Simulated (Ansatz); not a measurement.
Program: Ansatz. Geometries: PBE0-D4/def2-TZVP. ΔE: electronic, gas phase. CBS: MP2 limit from def2 TZ/QZ plus the TZ coupled-cluster correction, frozen cores. This one scheme is used for every species. Functionals use def2-TZVPP. B3LYP here is the variant with VWN-RPA as its local correlation; programs differ in this. One conformer a species, not always the lowest.

Consider the formal hydrolysis of the Si–O bond: `CB[SiH2]OC` + H₂O → `CB[SiH2]O` + CH₃OH.

```
             level  ΔE (kcal/mol)
          B3LYP-D4            1.0
SCS-MP2/def2-TZVPP            0.8
```

What does CCSD(T)/CBS give? (Best estimate.)

Computed: +1.4 kcal/mol. The listed levels differ from it by -0.4, -0.6 kcal/mol.

Largest T1 diagnostic among the species: 0.011.

Leaving LDA and LC-ωPBE aside and taking each functional with its dispersion term where it has one, the values, not all of them listed here, spread over 1.0 kcal/mol, from B2PLYP to revPBE-D4. LDA lies +1.2 kcal/mol from PBE without D4. The D4 term adds +1.6 kcal/mol with B3LYP and +1.0 kcal/mol with PBE0; it sums over pairs of atoms, weighted by their polarisabilities, and B3LYP, whose exchange is more repulsive, gets the larger term. In def2-TZVPP, CCSD(T) changes the Hartree–Fock value by +1.8 kcal/mol (the triples alone add +0.3 kcal/mol) and MP2 by +2.0 kcal/mol.

CCSD(T)/CBS has its own doubt, a few kJ/mol and more with outer-core shells, so smaller differences from it don't rank the levels.
